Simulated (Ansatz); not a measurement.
A geometry relaxed with B3LYP-D3(BJ)/def2-SVP in Ansatz (a program for electronic structure), charge 0, multiplicity 1:

```xyz
20

H     -0.6683    -1.3554     0.7041
C     -1.4847     0.4526    -0.1239
F     -2.7226    -0.8221    -1.6876
H      0.8588     2.5364    -0.7997
Si     1.7273     1.3282    -0.6794
F     -3.7720     0.7473    -0.6221
H      1.9003     0.7333    -2.0390
H      0.7960     0.5492     1.4533
H      3.0596     1.7591    -0.1641
H      2.9481    -0.7074     1.1652
H     -0.2007    -1.0613    -0.9697
C      0.9832     0.0256     0.4962
H     -1.6454     0.9838     0.8278
C     -2.8027    -0.1777    -0.5075
C     -0.3498    -0.5639     0.0039
H      2.2439    -1.6362    -0.1784
H      1.6049    -1.8358     1.4661
F     -3.2144    -1.0766     0.4076
H     -1.2652     1.2161    -0.8856
C      2.0038    -1.0951     0.7524
```

Task: Write the SMILES of this molecule.

Result: `C[C@@H]([SiH3])CCC(F)(F)F`
